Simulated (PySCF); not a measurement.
# Working out the excitation energy of Pb

Pb [Xe] 4f14 5d10 6s2 6p2 (3P) → Pb [Xe] 4f14 5d10 6s2 6p1 7s1 (3P). Calculation: PySCF 2.14, in aug-cc-pwCVDZ-PP with ECP60MDF (6s5p4d1f, 48 functions); scalar relativity through the core potential. Frozen: 5s2 5p6 5d10. Energies in hartree (1 hartree = 27.21139 eV):

```json
{"part": "UHF", "Pb (lower)": "-191.833078", "Pb (upper)": "-191.691716"}
{"part": "CCSD correlation", "Pb (lower)": "-0.043283", "Pb (upper)": "-0.042620"}
{"part": "(T)", "Pb (lower)": "-0.000635", "Pb (upper)": "-0.000718"}
```

What does Hartree-Fock give?

(-191.691716) − (-191.833078) = 0.141362 hartree = 3.847 eV.

What do CCSD and CCSD(T) give?

The CCSD correlation energies differ by 0.000663 hartree = 0.018 eV and the triples by -0.000083 hartree = -0.002 eV, so CCSD gives 3.865 eV and CCSD(T) 3.863 eV.

A double-zeta basis recovers only part of the correlation energy.
